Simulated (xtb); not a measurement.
C2H6BFN2, SMILES NB(N)C(=C)F. All values are semi-empirical tight-binding results from xtb (GFN2-xTB unless named), good for trends rather than for accurate numbers. The structure is a stationary point at GFN2-xTB. The structure was generated by enumeration, and PubChem lists no compound with its InChIKey, so it may never have been made. The values are those of a single conformer.

```yaml
point_group_as_xtb_finds_it: Cs
orbital_gap: 4.18 eV
dipole_moment: 3.15 D
zero_point_energy: 56.3 kcal/mol
G − E(el) at 298.15 K (modified RRHO): 37.0 kcal/mol
static polarisability (D4 model): 56.9 bohr³
solvation energy, GFN2-xTB/ALPB(water): -6.5 kcal/mol
solvation energy, GFN2-xTB/ALPB(ether): -7.5 kcal/mol
```

Computed IR lines (harmonic; lines under 4 % of the strongest left out, lines within 3 cm⁻¹ merged):
ν (cm⁻¹): 380 (w), 488 (vs), 519 (w), 883 (w), 887 (w), 913 (w), 1128 (m), 1291 (m), 1380 (w), 1409 (s), 1534 (w), 1539 (s), 1675 (w), 3106 (w), 3156 (w) (against the strongest line: vs over 80 %, s over 45 %, m over 15 %, w over 4 %, vw less)
